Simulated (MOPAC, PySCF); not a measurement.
C₃H₄O, SMILES `C=C1CO1`, neutral singlet in the gas phase. 

Cartesian coordinates (Å):
```xyz
8

C      1.4279    -0.0513     0.0373
C      0.1354     0.1635    -0.0410
C     -1.2649    -0.1452     0.0179
O     -0.7217     1.1634    -0.3206
H      2.1310     0.7440    -0.1625
H      1.7927    -1.0307     0.3035
H     -1.7424    -0.6576    -0.8085
H     -1.7710    -0.1846     0.9749
```
Charge 0, multiplicity 1.

All levels are single points at this geometry (M06-2X/def2-TZVP); Pople sets use spherical d functions. Orbital energies aren't observables, and empty levels follow the basis.

| level | HOMO (eV) | LUMO (eV) | gap (eV) | dipole (D) | vertical IE, Delta-SCF (eV) |
|---|---|---|---|---|---|
| B3LYP-D3(BJ)/def2-TZVP in PySCF | -6.82 | 0.48 | 7.30 | 1.67 | 9.44 |
| M06-2X/def2-TZVP in PySCF | -8.36 | 1.64 | 10.00 | 1.70 | 9.57 |
| B3LYP/6-31G* in PySCF | -6.44 | 1.09 | 7.53 | 1.66 | 9.21 |
| BP86/6-31G* in PySCF | -5.50 | 0.17 | 5.67 | 1.54 | – |
| SVWN5/6-31G* in PySCF | -5.54 | 0.07 | 5.61 | 1.55 | 9.37 |
| HF/3-21G in PySCF | -9.81 | 5.32 | 15.13 | 2.37 | – |
| HF/6-31G* in PySCF | -9.68 | 5.41 | 15.09 | 2.12 | 8.25 |
| AM1 in MOPAC | -10.01 | 1.08 | 11.09 | 1.69 | – |
| PM7 in MOPAC | -9.99 | 0.78 | 10.77 | 1.58 | – |
